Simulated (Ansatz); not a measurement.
Stepwise reaction of `C[O][W]([F])([F])([Cl])([Cl])[O]C` with water, as a gas-phase model of exchange steps in deposition or etching. ΔE in kJ/mol.

Isolated molecules relaxed with PBE0-D4/def2-TZVP in Ansatz; ΔE leaves out vibrations. CBS: MP2 limit from def2 TZ/QZ plus the TZ coupled-cluster correction, frozen cores. This one scheme is used for every species. Functionals use def2-TZVPP. B3LYP here is the variant with VWN-RPA as its local correlation; programs differ in this. def2 core potentials past Kr. For W outer-core shells are correlated without core-valence functions, which leaves a few kJ/mol of doubt a bond. Each species was taken in one conformer, which may not be the lowest.

```
step                                                                                  reaction  PBE-D4  B3LYP-D4  ωB97M-V  CCSD(T)/CBS
   2  `C[O][W]([OH])([F])([Cl])([Cl])[O]C` + H₂O → `C[O][W]([OH])([OH])([Cl])([Cl])[O]C` + H–F    26.9      26.9     24.8         17.1
```

Problem. Give the row of step 1, `C[O][W]([F])([F])([Cl])([Cl])[O]C` + H₂O → `C[O][W]([OH])([F])([Cl])([Cl])[O]C` + H–F. (An estimate is asked.)

Solution. The calculation gave: 
```json
{"step": "1", "reaction": "`C[O][W]([F])([F])([Cl])([Cl])[O]C` + H₂O → `C[O][W]([OH])([F])([Cl])([Cl])[O]C` + H–F", "PBE-D4": "28.4", "B3LYP-D4": "27.9", "ωB97M-V": "27.1", "CCSD(T)/CBS": "18.4"}
```

Problem. By hand: ΔE of the 2 steps together at CCSD(T)/CBS.

Solution. (18.4) + (17.1) = 35.5 kJ/mol, or 17.8 kJ/mol a step.

In ΔE the steps differ by no more than 1.3 kJ/mol. All are uphill at CCSD(T)/CBS. PBE-D4 differs from CCSD(T)/CBS by 9.8 to 10.0 kJ/mol a step. Only this route is followed, and other bonds may react first. Isolated molecules leave out the surface, adducts and barriers. Largest T1 diagnostic: 0.021.
